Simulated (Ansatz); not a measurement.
`C[CH2][InH][OH]` → `[OH][InH2]` + `C=C` at 500 K and 1 bar (β-hydride elimination).

Calculated with Ansatz (gas phase, PBE0-D4/def2-TZVP geometries, no zero-point term in ΔE). CCSD(T)/CBS adds triple-zeta CCSD(T) − MP2 to the extrapolated MP2 energy (def2 sets, frozen cores). This one scheme is used for every species. def2 core potentials past Kr. For In outer-core shells are correlated without core-valence functions, which leaves a few kJ/mol of doubt a bond. One conformer a species, not always the lowest.

```csv
species,CCSD(T)/CBS energy (Eh),H − E (kJ/mol),S (J/(mol·K))
`C[CH2][InH][OH]`,-345.30932,266.4,427.7
`[OH][InH2]`,-266.78179,92.5,311.9
`C=C`,-78.48111,155.1,245.3
```

H − E and S are ideal-gas, rigid-rotor, harmonic terms from PBE0-D4/def2-TZVP, for one conformer and one mirror image of each species. 1 Eh = 2625.50 kJ/mol, R = 8.31446 J/(mol·K).

Task: By hand: ΔE, ΔH, ΔS and ΔG.

Result: ΔE = (-266.78179) + (-78.48111) − (-345.30932) = 0.04642 Eh = 121.9 kJ/mol. Δ(H − E) = 92.5 + 155.1 − 266.4 = -18.8, so ΔH = 103.1 kJ/mol. ΔS = 311.9 + 245.3 − 427.7 = 129.5 J/(mol·K). ΔG = 103.1 − 500 × (129.5)/1000 = 38.3 kJ/mol.

Task: By hand: the equilibrium constant, and the temperature at which ΔG would vanish if ΔH and ΔS stayed fixed.

Result: log₁₀ K = −ΔG/(RT ln 10) = -4.0. ΔG = 0 at ΔH/ΔS = 796 K.

The number of gas molecules changes by +1, which sets the sign of ΔS. A doubt of 5 kJ/mol in ΔE shifts log₁₀ K by 0.5 here. Other conformers and mirror images would add mixing entropy, several J/(mol·K) or more a flexible species. Modes under 60 cm⁻¹, often nearly free rotors, make the harmonic entropy too high. These are equilibria of isolated gas molecules and say nothing of rates. Largest T1 diagnostic: 0.017 (customary marks: 0.02 for closed shells, 0.045 for open ones).
